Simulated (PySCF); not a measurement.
BFHO, SMILES [OH+]=BF, charge +1. Coordinates come from a B3LYP-D3(BJ)/def2-TZVP optimisation. The geometry has at least one imaginary mode, so it is a saddle point at that level. The isomer is the one that the SMILES or the coordinates give; other isomers of the formula were not compared.

TDDFT-CAM-B3LYP/def2-TZVPD in PySCF puts the lowest singlet excitations at 10.66, 10.66, 10.82, 10.99, 10.99, 12.97 eV.

What are the lowest excitation roots from ADC(2)/aug-cc-pVDZ in PySCF? (An estimate is asked for; the answer gives what the named calculation found.)

10.66, 10.66, 11.28, 11.29, 11.29, 13.14 eV. S1 differs by 0.00 eV (second minus first; roots are paired by order, and the bases may differ).
